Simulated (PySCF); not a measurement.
C5H9O2P.
Atom-mapped SMILES: `[CH2:1]=[CH:2][P:3]([CH3:4])[C:5](=[O:6])[O:7][CH3:8]` (hydrogens: H9, H10 on C1; H11 on C2; H12, H13, H14 on C4; H15, H16, H17 on C8)

Method: TDDFT CAM-B3LYP/def2-SVPD, vertical, gas phase, core orbitals frozen in the response (PySCF 2.14.0, density-fitted response routines). Isolated species at its GFN2-xTB geometry (one conformer only). Torsions of this conformer, `[CH2:1]=[CH:2][P:3]([CH3:4])[C:5](=[O:6])[O:7][CH3:8]`: C1–C2–P3–C4 27°, C2–P3–C5–O6 -129°, P3–C5–O7–C8 176°.

Frontier orbitals with the atoms that hold most of them (Löwdin shares over 4%, at most four atoms; ? is withheld):

```
orbital  ε (eV)                           atoms
 HOMO-3  -10.50    O7 39%, O6 28%, C8 9%, C5 8%
 HOMO-2  -10.06   C2 30%, C1 24%, O6 15%, P3 9%
 HOMO-1   -9.66                               ?
   HOMO       ?  P3 42%, C1 14%, C2 13%, O6 10%
   LUMO    0.69                               ?
 LUMO+1    1.03  C2 19%, C1 17%, P3 17%, C5 17%
 LUMO+2    1.25    C8 20%, C5 12%, O6 9%, O7 8%
```

(1) Which atoms hold the LUMO, and with what shares?

(2) Give the leading atoms of the HOMO-1.

(3) What is the HOMO energy, and the HOMO–LUMO gap?

Results:

(1) C1 (bonded to C and 2 H) 18%; C2 (bonded to C, P and H) 17%; P3 (bonded to 3 C) 16%; C5 (bonded to 2 O and P) 13%. By element: carbon 47% or more, phosphorus 16%.

(2) O6 (bonded to C) 35%; P3 (bonded to 3 C) 21%; C5 (bonded to 2 O and P) 10%; C2 (bonded to C, P and H) 10%. By element: oxygen 35% or more, phosphorus 21%, carbon 20% or more.

(3) ε(HOMO) = -7.98 eV; the gap is 8.67 eV (0.3188 hartree).

**Question.** The HOMO–LUMO gap is 8.67 eV. Where does the response calculation put the lowest singlet, and from which orbitals?

**Answer.** S1 is at 5.29 eV (f = 0.028), 3.38 eV below the gap, made of HOMO→LUMO (42%), HOMO→LUMO+1 (28%), HOMO-1→LUMO (8%). 

Next come S2 at 5.94 eV (f 0.183), HOMO→LUMO (52%), HOMO→LUMO+1 (32%), HOMO-1→LUMO (8%); S3 at 6.34 eV (f 0.139), HOMO→LUMO+1 (30%), HOMO→LUMO+2 (17%), HOMO-1→LUMO+1 (15%); S4 at 6.49 eV (f 0.036), HOMO→LUMO+2 (35%), HOMO→LUMO+3 (20%), HOMO-1→LUMO (16%); S5 at 6.96 eV (f 0.032), HOMO→LUMO+3 (40%), HOMO→LUMO+4 (23%), HOMO→LUMO+2 (22%).

Löwdin shares depend on the basis, the more so with diffuse functions.
